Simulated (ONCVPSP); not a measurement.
# manganese (Mn): one change to an ONCV potential, before and after

Mn, optimised norm-conserving Vanderbilt (ONCV), made with ONCVPSP 4.0.1 (LDA (Perdew-Zunger), scalar-relativistic). Core [Ar], reference 3d5 4s1 (charge +1). Waves: 4s: rc 2.50 bohr, ncon 4, nbas 7, qcut 3.1 1/bohr, 2 projectors, debl 3.9 Ha; p scattering state at 0.18 Ha: rc 2.00 bohr, ncon 4, nbas 8, qcut 3.9 1/bohr, 2 projectors, debl 2.8 Ha; 3d: rc 2.00 bohr, ncon 5, nbas 10, qcut 6.9 1/bohr, 1 projector; f scattering state at 0.12 Ha: rc 2.55 bohr, ncon 4, nbas 7, qcut 4.2 1/bohr, 2 projectors, debl 0.9 Ha. Local part: polynomial inside 1.85 bohr (lpopt 5, dvloc0 4 Ha). Core correction: Teter function, fcfact 5.5, rcfact 1.3.

In the p channel the program set the typed energies aside and used 0.050, 2.850 Ha.

Change: core correction Teter function fitted to the true core (icmod 2), fcfact 0.5.

Cutoffs: the cutoffs (Ha) at which the residual kinetic energy of the hardest occupied pseudo-wave falls to 1 and 0.1 mHa per electron; they do not see the model core or the augmentation charge, which bear on the density cutoff. Errors are all-electron minus pseudo energies relative to the spin-unpolarised reference configuration.

Question: What does the change do?

Answer: The potential gets neither clearly harder nor softer (23 Ha and 67 Ha → 23 Ha and 67 Ha); of the 4 tests that both files solve, the error grows in 1 and shrinks in 2 by more than 15 % and 0.3 meV (median size 17.2 → 13.1 meV); neither file shows a bound ghost. A model core, the more so a compact one, raises the density cutoff, which this test does not measure.

```tsv
quantity	base	changed
cutoff, loose	23 Ha	23 Ha
cutoff, tight	67 Ha	67 Ha
bound ghosts	none	none
GHOST(+) flags under 300 eV	none	none
error for 3d5 4s2, meV [ΔE -8.65 eV]	+5.5	+3.3
error for 3d5 4s0, meV [ΔE 15.88 eV]	+12	+4.7
error for 3d4 4s0, meV [ΔE 48.69 eV]	-104	-128
error for 3d5 4s0 4p2, meV [ΔE -0.57 eV]	+22	+21
s: phases at 2.53 bohr within 0.05 rad from the reference energy up to (Ha; the scan ends near 5)	1.9	1.9
p: phases at 2.03 bohr within 0.05 rad from the reference energy up to (Ha; the scan ends near 5)	n/a	n/a
d: phases at 2.03 bohr within 0.05 rad from the reference energy up to (Ha; the scan ends near 5)	-0.1	-0.1
f: phases at 2.59 bohr within 0.05 rad from the reference energy up to (Ha; the scan ends near 5)	3.1	3.1
rms error of d²Exc/dni dnj with the model core, mHa	4.10	5.25
```

Base: The cutoffs count occupied waves only; projector 2 of the p channel, the hardest unoccupied one, needs 67 Ha at the loose tolerance. Changed file: The cutoffs count occupied waves only; projector 2 of the p channel, the hardest unoccupied one, needs 67 Ha at the loose tolerance.
